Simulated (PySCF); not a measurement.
Hf(OH)3 (H₃HfO₃), SMILES [OH][Hf]([OH])[OH] (connectivity only; charge and spin as stated), neutral, multiplicity 2.

Coordinates come from a B3LYP-D3(BJ)/def2-SVP optimisation. The spin state was assumed, not searched. The isomer is the one that the SMILES or the coordinates give; other isomers of the formula were not compared. The def2 effective core potentials stand for the cores of Hf; spin–orbit coupling is left out. Other conformers were not sampled.

The numbers are results of B3LYP-D3(BJ)/def2-SVP run with PySCF, not measurements.

Frequencies are harmonic and unscaled.

Modes within 1.5 cm⁻¹ of each other (mostly degenerate sets) share a row, with their intensities summed.

```tsv
mode	ν (cm⁻¹)	IR (km/mol)	moving atoms (share of kinetic energy)
1	92	20.0	O 58 %, H 21 %, Hf 21 %
2–3	151	0.1	O 79 %, H 13 %, Hf 8 %
4	193	0.0	H 88 %, O 12 %
5–6	298	516.3	H 87 %, O 13 %
7–8	394	0.0	H 88 %, O 12 %
9	399	295.4	H 77 %, O 21 %
10–11	686	295.8	O 81 %, Hf 14 %
12	702	0.0	O 94 %
13–14	3988	660.9	H 94 %
15	3990	0.0	H 94 %
```
